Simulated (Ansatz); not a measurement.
Task: Name a neutral molecule of Br, C, N, O and H with HOMO–LUMO gap (PBE/def2-TZVPP) between 2.70 and 3.00 eV and HOMO energy (PBE/def2-TZVPP) between -6.50 and -6.20 eV (Ansatz, PBE0-D4/def2-TZVP geometry).

Result: `CC(=O)C(=N)Br` (2.87 eV, -6.28 eV). Other molecules can fit too; these were computed, each in one conformer that needn't be the lowest.
